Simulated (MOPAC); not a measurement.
MOPAC input (MNDO):

```
MNDO 1SCF GEO-OK AUX(PRECISION=9) THREADS=1
C3H9BrSi

C     0.52341100 1    1.59622000 1    1.50921600 1
Si    0.30668700 1   -0.10274400 1    0.76678100 1
C    -0.93038900 1   -1.11887000 1    1.72688100 1
C     1.93972300 1   -0.99084100 1    0.59608700 1
Br   -0.52806700 1    0.17691000 1   -1.32027800 1
H    -0.42952200 1    2.12478200 1    1.56197100 1
H     0.92624900 1    1.51648000 1    2.52264600 1
H     1.21259000 1    2.19803300 1    0.91499600 1
H    -1.89498500 1   -0.61208900 1    1.78138200 1
H    -1.08465300 1   -2.09225600 1    1.25894300 1
H    -0.57286300 1   -1.28323400 1    2.74709500 1
H     2.38670500 1   -1.15121400 1    1.58105700 1
H     1.80848300 1   -1.96319900 1    0.11907700 1
H     2.64026400 1   -0.40978200 1   -0.00545800 1
```

Output:

```
 *******************************************************************************
 **                                                                           **
 **                              MOPAC v23.2.5                                **
 **                                                                           **
 *******************************************************************************
 ** MOPAC's Digital Object Identifier: https://doi.org/10.5281/zenodo.6511958 **
 **                                                                           **
 ** Please cite the open-source release paper for use of this MOPAC version:  **
 ** J. E. Moussa and J. J. P. Stewart (2026)                                  **
 ** MOPAC: An open-source semiempirical molecular orbital program             **
 ** J. Open Source Softw., 11(119), 8025, https://doi.org/10.21105/joss.08025 **
 *******************************************************************************

                              MNDO CALCULATION RESULTS

 *******************************************************************************
 *  MNDO       - The MNDO Hamiltonian to be used
 *  GEO-OK     - OVERRIDE INTERATOMIC DISTANCE AND OTHER SAFETY CHECKS
 *  1SCF       - DO 1 SCF AND THEN STOP
 *  AUX        - OUTPUT AUXILIARY INFORMATION
 *******************************************************************************
MNDO 1SCF GEO-OK AUX(PRECISION=9) THREADS=1
 C3H9BrSi

   ATOM   CHEMICAL          X               Y               Z
  NUMBER   SYMBOL      (ANGSTROMS)     (ANGSTROMS)     (ANGSTROMS)

     1       C          0.52341100  *   1.59622000  *   1.50921600  *
     2      Si          0.30668700  *  -0.10274400  *   0.76678100  *
     3       C         -0.93038900  *  -1.11887000  *   1.72688100  *
     4       C          1.93972300  *  -0.99084100  *   0.59608700  *
     5      Br         -0.52806700  *   0.17691000  *  -1.32027800  *
     6       H         -0.42952200  *   2.12478200  *   1.56197100  *
     7       H          0.92624900  *   1.51648000  *   2.52264600  *
     8       H          1.21259000  *   2.19803300  *   0.91499600  *
     9       H         -1.89498500  *  -0.61208900  *   1.78138200  *
    10       H         -1.08465300  *  -2.09225600  *   1.25894300  *
    11       H         -0.57286300  *  -1.28323400  *   2.74709500  *
    12       H          2.38670500  *  -1.15121400  *   1.58105700  *
    13       H          1.80848300  *  -1.96319900  *   0.11907700  *
    14       H          2.64026400  *  -0.40978200  *  -0.00545800  *

          CARTESIAN COORDINATES

    NO.       ATOM           X           Y           Z

     1         C          0.5234      1.5962      1.5092
     2        Si          0.3067     -0.1027      0.7668
     3         C         -0.9304     -1.1189      1.7269
     4         C          1.9397     -0.9908      0.5961
     5        Br         -0.5281      0.1769     -1.3203
     6         H         -0.4295      2.1248      1.5620
     7         H          0.9262      1.5165      2.5226
     8         H          1.2126      2.1980      0.9150
     9         H         -1.8950     -0.6121      1.7814
    10         H         -1.0847     -2.0923      1.2589
    11         H         -0.5729     -1.2832      2.7471
    12         H          2.3867     -1.1512      1.5811
    13         H          1.8085     -1.9632      0.1191
    14         H          2.6403     -0.4098     -0.0055

  H: (MNDO): M.J.S. DEWAR, W. THIEL, J. AM. CHEM. SOC., 99, 4899, (1977)
  C: (MNDO): M.J.S. DEWAR, W. THIEL, J. AM. CHEM. SOC., 99, 4899, (1977)
 Si: (MNDO): M.J.S.DEWAR, ET. AL. ORGANOMETALLICS  5, 375 (1986)
 Br: (MNDO): M.J.S.DEWAR, E.F. HEALY, J. COMP. CHEM., 4, 542, (1983)

           Empirical Formula: C3 H9 Si Br  =    14 atoms

      MOLECULAR POINT GROUP   :   C3v

      RHF CALCULATION, NO. OF DOUBLY OCCUPIED LEVELS = 16

 -------------------------------------------------------------------------------
 MNDO 1SCF GEO-OK AUX(PRECISION=9) THREADS=1
 C3H9BrSi

     1SCF WAS SPECIFIED, SO BFGS WAS NOT USED
     SCF FIELD WAS ACHIEVED

                              MNDO CALCULATION
                                                       MOPAC v23.2.5 Linux

          FINAL HEAT OF FORMATION =        -58.34152 KCAL/MOL =    -244.10091 KJ/MOL

          COSMO AREA              =        149.21 SQUARE ANGSTROMS
          COSMO VOLUME            =        148.33 CUBIC ANGSTROMS

          IONIZATION POTENTIAL    =         11.144056 EV
          HOMO LUMO ENERGIES (EV) =        -11.144 -0.427
          NO. OF FILLED LEVELS    =         16
          MOLECULAR WEIGHT        =        153.0936         POINT GROUP:  C3v

          MOLECULAR DIMENSIONS (Angstroms)

            Atom       Atom       Distance
            H    14    H     9     4.87875
            H     7   Br     5     4.32175
            H     8    H    10     3.82392

          SCF CALCULATIONS        =          1

   ATOM   CHEMICAL          X               Y               Z
  NUMBER   SYMBOL      (ANGSTROMS)     (ANGSTROMS)     (ANGSTROMS)

     1       C          0.52341100  *   1.59622000  *   1.50921600  *
     2      Si          0.30668700  *  -0.10274400  *   0.76678100  *
     3       C         -0.93038900  *  -1.11887000  *   1.72688100  *
     4       C          1.93972300  *  -0.99084100  *   0.59608700  *
     5      Br         -0.52806700  *   0.17691000  *  -1.32027800  *
     6       H         -0.42952200  *   2.12478200  *   1.56197100  *
     7       H          0.92624900  *   1.51648000  *   2.52264600  *
     8       H          1.21259000  *   2.19803300  *   0.91499600  *
     9       H         -1.89498500  *  -0.61208900  *   1.78138200  *
    10       H         -1.08465300  *  -2.09225600  *   1.25894300  *
    11       H         -0.57286300  *  -1.28323400  *   2.74709500  *
    12       H          2.38670500  *  -1.15121400  *   1.58105700  *
    13       H          1.80848300  *  -1.96319900  *   0.11907700  *
    14       H          2.64026400  *  -0.40978200  *  -0.00545800  *

                             CARTESIAN COORDINATES

   1    C        0.523411000     1.596220000     1.509216000
   2   Si        0.306687000    -0.102744000     0.766781000
   3    C       -0.930389000    -1.118870000     1.726881000
   4    C        1.939723000    -0.990841000     0.596087000
   5   Br       -0.528067000     0.176910000    -1.320278000
   6    H       -0.429522000     2.124782000     1.561971000
   7    H        0.926249000     1.516480000     2.522646000
   8    H        1.212590000     2.198033000     0.914996000
   9    H       -1.894985000    -0.612089000     1.781382000
  10    H       -1.084653000    -2.092256000     1.258943000
  11    H       -0.572863000    -1.283234000     2.747095000
  12    H        2.386705000    -1.151214000     1.581057000
  13    H        1.808483000    -1.963199000     0.119077000
  14    H        2.640264000    -0.409782000    -0.005458000

           Empirical Formula: C3 H9 Si Br  =    14 atoms

      MOLECULAR POINT GROUP   :   C3v

                  EIGENVALUES
 -34.76145 -29.87850 -29.87849 -24.40410 -16.00576 -14.84988 -14.64724 -14.64724
 -14.38839 -14.38838 -14.21968 -12.10064 -12.10064 -11.96089 -11.14406 -11.14406
  -0.42686   1.47948   1.47949   2.21922   3.79510   3.79510   3.85566   3.88007
   3.88250   3.88250   5.54631   5.61738   5.61738

              NET ATOMIC CHARGES AND DIPOLE CONTRIBUTIONS

  ATOM NO.   TYPE          CHARGE      No. of ELECS.   s-Pop       p-Pop
    1          C          -0.281384        4.2814     1.25521     3.02618
    2         Si           1.167166        2.8328     1.02142     1.81141
    3          C          -0.281383        4.2814     1.25521     3.02618
    4          C          -0.281383        4.2814     1.25521     3.02618
    5         Br          -0.444545        7.4445     1.99245     5.45209
    6          H           0.016880        0.9831     0.98312
    7          H           0.006750        0.9933     0.99325
    8          H           0.016880        0.9831     0.98312
    9          H           0.016880        0.9831     0.98312
   10          H           0.016880        0.9831     0.98312
   11          H           0.006750        0.9933     0.99325
   12          H           0.006750        0.9933     0.99325
   13          H           0.016880        0.9831     0.98312
   14          H           0.016880        0.9831     0.98312
 DIPOLE           X         Y         Z       TOTAL
 POINT-CHG.     1.047    -0.351     2.617     2.840
 HYBRID         0.136    -0.046     0.341     0.370
 SUM            1.183    -0.396     2.958     3.210

          ATOMIC ORBITAL ELECTRON POPULATIONS

     Atom    s        px        py        pz
    1  C   1.25521   0.95960   1.09331   0.97327
    2 Si   1.02142   0.64088   0.66350   0.50703
    3  C   1.25521   1.02872   1.00702   0.99043
    4  C   1.25521   1.08123   0.99569   0.94926
    5 Br   1.99245   1.92235   1.98644   1.54330
    6  H   0.98312
    7  H   0.99325
    8  H   0.98312
    9  H   0.98312
   10  H   0.98312
   11  H   0.99325
   12  H   0.99325
   13  H   0.98312
   14  H   0.98312

 **********************
 *                    *
 * JOB ENDED NORMALLY *
 *                    *
 **********************

 == MOPAC DONE ==
```

The geometry given is a B3LYP-D3(BJ)/def2-TZVP minimum.
